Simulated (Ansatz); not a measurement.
`BBCC` and `CCBB[SiH3]` differ in one atom or group.

Ansatz, PBE0-D4/def2-TZVP geometries, multiplicity 1. Each molecule was computed in one conformer, which needn't be the lowest.

| property | `BBCC` |
| --- | --- |
| HOMO–LUMO gap (ωB97M-V/def2-TZVPP) / eV | 10.63 |
| HOMO energy (ωB97M-V/def2-TZVPP) / eV | -10.26 |
| HOMO energy (PBE/def2-TZVPP) / eV | -6.65 |
| LUMO energy (B3LYP/def2-TZVPP) / eV | -1.76 |
| HOMO–LUMO gap (PBE0/def2-TZVPP) / eV | 6.43 |
| size of the dipole moment (B3LYP/def2-TZVPP) / D | 0.74 |

Question: Give the same properties after the change, and the shifts. (An estimate is asked.)

Answer: The calculation gave: 
```
                                        property  `CCBB[SiH3]`  shift
         HOMO–LUMO gap (ωB97M-V/def2-TZVPP) / eV          9.71  -0.92
           HOMO energy (ωB97M-V/def2-TZVPP) / eV         -9.84   0.42
               HOMO energy (PBE/def2-TZVPP) / eV         -6.43   0.22
             LUMO energy (B3LYP/def2-TZVPP) / eV         -2.24  -0.48
            HOMO–LUMO gap (PBE0/def2-TZVPP) / eV          5.59  -0.84
size of the dipole moment (B3LYP/def2-TZVPP) / D          0.81   0.07
```

With PBE0 the HOMO rises by 0.31 eV and the LUMO falls by 0.53 eV, so the gap narrows by about 0.84 eV. PBE moves the HOMO by 0.22 eV and ωB97M-V by 0.42 eV. Dipoles are sizes alone; their direction can turn.

B3LYP here is the variant with VWN-RPA as its local correlation; programs differ in this.
